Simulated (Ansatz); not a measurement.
(F)2Al-O-SiH3 (AlSiOF₂H₃). Charge 0, multiplicity 1. Geometry PBE0-D4/def2-SVP; atoms count from 1.

Cartesian coordinates in Å:
```
Al 0.128 -1.816 -0.302
F -1.198 -2.707 -0.707
F 1.571 -2.602 -0.176
O 0.013 -0.174 -0.030
Si -0.102 1.452 0.242
H -1.461 1.784 0.764
H 0.128 2.191 -1.035
H 0.921 1.872 1.244
```

Q: Estimate the Mulliken populations from the PBE0/def2-TZVP orbitals of Ansatz.

A: 
```json
{"atom": "Al1", "charge (e)": "0.80"}
{"atom": "F2", "charge (e)": "-0.34"}
{"atom": "F3", "charge (e)": "-0.34"}
{"atom": "O4", "charge (e)": "-0.31"}
{"atom": "Si5", "charge (e)": "0.26"}
{"atom": "H6", "charge (e)": "-0.03"}
{"atom": "H7", "charge (e)": "-0.03"}
{"atom": "H8", "charge (e)": "-0.03"}
```
Mulliken values and Mayer orders depend strongly on the basis.

Q: And the Mayer bond orders between bonded heavy atoms (over 0.3)?

A: Al1–F2 1.12 (1.65 Å); Al1–F3 1.12 (1.65 Å); Al1–O4 1.23 (1.67 Å); O4–Si5 1.15 (1.65 Å).
